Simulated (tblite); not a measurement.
Compound: BGe2H6O (doublet state).
Numbering: `[BH2:1][GeH2:2][O:3][GeH2:4]` (hydrogens: H5, H6 on B1; H7, H8 on Ge2; H9, H10 on Ge4)

Cartesian coordinates in Å at the GFN2-xTB level; atoms count from 1:
```xyz
10
BGe2H6O angstrom
B      1.935   -0.311   -0.006
Ge     0.502    1.084    0.170
O     -1.051    0.394   -0.327
Ge    -2.376   -0.738   -0.111
H      1.683   -1.438    0.149
H      3.031   -0.008   -0.260
H      0.519    2.325   -0.698
H      0.243    1.634    1.565
H     -1.619   -2.160    0.048
H     -2.858   -0.778   -1.637
```

All values are computed: GFN2-xTB (tblite) harmonic vibrations without scaling, gas phase. This tight-binding method is rough: wavenumbers can miss measured ones by several per cent, in bad cases by 10 to 20. Modes of hydrogen on boron and germanium can be 10 to 20 % off. One conformer, not necessarily the lowest. Open shells enter through the occupations alone, without spin polarisation, and single modes of such species can be off by tens of per cent. The optimisation stopped once no atom felt more than 0.01 eV/Å.

Lowest wavenumbers of the output (negative numbers stand for imaginary wavenumbers):
```
mode    cm-1
  1     -25.7
  2      44.4
  3      65.3
  4      88.4
  5     179.1
  6     280.2
  7     310.5
  8     541.7
```

Is this structure a minimum?

Not by this Hessian. 1 mode is imaginary beyond 20i (26i cm⁻¹), so at this level the point lies at or near a first-order saddle. The curvature is small, so loose convergence or finite differences may be the whole cause.

Which atoms move in the imaginary mode?

26i: H9 (hydrogen on germanium) 28 %, H10 (hydrogen on germanium) 23 %, O3 (oxygen bonded to 2 Ge) 16 %, H6 (hydrogen on boron) 12 %. These are shares of the mass-weighted motion.

What is the remedy?

Step along that mode in both directions, optimise again with tighter thresholds and repeat the frequencies. The zero-point energy of this point (29.2 kcal/mol) counts the 23 real modes alone, and thermal corrections from it aren't those of a minimum.
